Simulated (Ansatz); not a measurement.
`F[C](F)(F)[SnH3]` + `CC(C)=CF` → `[F][SnH2][C](F)(F)F` + isobutene  (formal exchange of groups at the Sn–H bond)

Computed with Ansatz on PBE0-D4/def2-TZVP structures; ΔE is electronic, products minus reactants. CCSD(T)/CBS adds triple-zeta CCSD(T) − MP2 to the extrapolated MP2 energy (def2 sets, frozen cores). This one scheme is used for every species. Functionals use def2-TZVPP. B3LYP here is the variant with VWN-RPA as its local correlation; programs differ in this. Elements past krypton have def2 core potentials. For Sn outer-core shells are correlated without core-valence functions, which leaves a few kJ/mol of doubt a bond.

| level | ΔE (kJ/mol) | difference from CCSD(T)/CBS |
| --- | --- | --- |
| PBE-D4 | -112.3 | 15.1 |
| B3LYP-D4 | -119.4 | 8.0 |
| ωB97X-V | -116.6 | 10.8 |
| ωB97M-V | -116.0 | 11.4 |
| B2PLYP | -122.6 | 4.8 |
| PBE | -111.9 | 15.5 |
| r2SCAN | -118.0 | 9.4 |
| B3LYP | -118.8 | 8.6 |
| HF/def2-TZVPP | -121.9 | 5.5 |
| MP2/def2-TZVPP | -125.3 | 2.1 |
| CCSD/def2-TZVPP | -116.6 | 10.8 |
| CCSD(T)/def2-TZVPP | -116.4 | 11.0 |
| HF/def2-QZVPP | -125.5 | 1.9 |
| MP2/def2-QZVPP | -132.9 | -5.5 |
| HF/CBS(def2) | -126.0 | 1.4 |
| MP2/CBS(def2) | -136.3 | -8.9 |
| CCSD(T)/CBS | -127.4 | 0 |

Largest T1 diagnostic among the species: 0.014.
